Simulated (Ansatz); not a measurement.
The cluster Si2Au4⁻, relaxed as a doublet with UKS r2SCAN-D4/def2-SVPD in Ansatz, starting from the GFN2-xTB geometry. Force threshold 0.02 eV/Å.

In the def2 sets Au takes a core potential; there is no spin–orbit coupling. The structure comes from a short search, and lower isomers may exist.

Start:

```xyz
6

Au   -0.1945   -1.7833    0.5227
Au   -2.2133    1.7258    1.4322
Au    0.0006   -4.3297    0.7780
Au    2.1998    1.4818   -2.2725
Si   -0.4102    0.5917    0.2696
Si    0.6177    2.3137   -0.7300
```

**Question.** Estimate the energy that the relaxation releases and the steps that it takes.

**Answer.** 0.53 eV, in 17 steps; 3.5 min on 4 threads of Arm Neoverse V1 on a shared host. No frequencies were taken in this run, so the end may be a saddle point.

**Question.** Does the start keep its bonding?

**Answer.** Bonds formed: Au4–Si5 (atoms count from 1).

**Question.** Predict the relaxed structure.

**Answer.** 
```xyz
6

Au   -0.006   -1.661    0.556
Au   -2.168    1.438    0.336
Au    0.082   -4.230    0.938
Au    0.595    1.450   -2.047
Si    0.003    0.610    0.225
Si    1.493    2.392   -0.009
```
Bond lengths (bridged metal pairs left out): 4 × Au–Si 2.29 to 2.49 Å; 1 × Au–Au 2.60 Å; 1 × Si–Si 2.33 Å.
